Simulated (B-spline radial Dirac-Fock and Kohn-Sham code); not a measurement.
# Run log: Cr

ΔSCF core binding energies without Breit or QED terms, calculated with an atomic code on a B-spline grid. Keys: rel is the Hamiltonian (dirac, or spin-free x2c and nr, where L3 and M5 stand for the whole 2p and 3d shells), method is hf or an exchange,correlation pair (spin-unpolarised, also for the hole states), nuc the nuclear model, radius_factor scales its radius, rmax is the box in bohr, h the logarithmic mesh step, order the B-spline order, points the quadrature points per cell, c_factor scales the speed of light, and damp, ndamp, maxit and tol steer the iteration. The run stops when the commutator error falls below 10·tol·max(1, Z/10), or the numerical noise floor, and the energy has settled to about 1e-8 Ha; the virial ratio is −V/T.

Input (task.json):

```json
{"items": [{"Z": 24, "q": 0, "cfg": [[1, 0, 2], [2, 0, 2], [2, 1, 6], [3, 0, 2], [3, 1, 6], [3, 2, 5], [4, 0, 1]], "A": 52, "rrms": 3.6452, "do": "settings", "holes": ["K", "L3", "M5"],
  "settings": [{"rel": "dirac", "method": "pbesol", "nuc": "fermi", "radius_factor": 1.0, "rmax": 45.0, "h": 0.3, "order": 8, "points": 10, "c_factor": 1.0, "maxit": 60, "damp": 0.5, "ndamp": 3, "tol": 1e-08}]}]}
```

Command: `python xray2_run.py task.json out`

Ground-state iterations:

```
iter   energy (Ha)        error
   1    -1040.48089819  8.87e-01
   2    -1042.30578400  6.82e-01
   3    -1049.18675026  5.57e-02
   4    -1049.41766578  6.02e-02
   5    -1049.42771276  4.70e-02
   6    -1049.42190612  2.98e-02
   7    -1049.46534685  1.14e-03
   8    -1049.46536362  1.12e-04
   9    -1049.46536422  1.98e-05
  10    -1049.46536423  1.15e-06
  11    -1049.46536423  1.44e-07
```

The ground state converged in 11 iterations, with total energy -1049.46536 Ha, virial ratio 1.98853 and highest orbital energy -2.90 eV. ΔSCF binding energies: K (1s) 6012.9 eV, L3 (2p3/2) 581.4 eV. Holes are computed only in closed shells, and unreliable hole states are left out.
